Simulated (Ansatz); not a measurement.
PBE exchange is replaced step by step with exact exchange (0 % is PBE, 25 % PBE0; no dispersion term), basis def2-TZVP, Ansatz. System: Nb₂S₂⁺. The state is a doublet with charge 1. Geometry: PBE-D4/def2-SVP, each spin state at its own.

Left out: 50 %, where a state is spin-contaminated, unstable or flagged.

Geometry of the doublet:

```xyz
4

Nb    0.261    1.230   -0.175
Nb   -0.186   -0.908   -0.868
S     1.663   -0.522    0.531
S    -1.738    0.200    0.512
```

In the def2 sets Nb takes a core potential; there is no spin–orbit coupling. The structure comes from a short search, and lower isomers may exist.

HOMO and LUMO are taken over both spins.

| exact exchange (%) | HOMO (eV) | LUMO (eV) | gap (eV) | ⟨S²⟩ | quartet − doublet (kJ/mol) |
| --- | --- | --- | --- | --- | --- |
| 0 | -9.31 | -8.76 | 0.54 | 0.753 | 69.4 |
| 5 | -9.48 | -8.58 | 0.91 | 0.754 | 67.5 |
| 10 | -9.66 | -8.39 | 1.27 | 0.756 | 65.3 |
| 15 | -9.84 | -8.20 | 1.64 | 0.757 | 62.8 |
| 35 | -10.58 | -7.45 | 3.13 | 0.765 | 48.8 |

(1) Estimate the row for 25 %.

Answers

(1) 
```tsv
exact exchange (%)	HOMO (eV)	LUMO (eV)	gap (eV)	⟨S²⟩	quartet − doublet (kJ/mol)
25	-10.21	-7.83	2.38	0.761	56.5
```
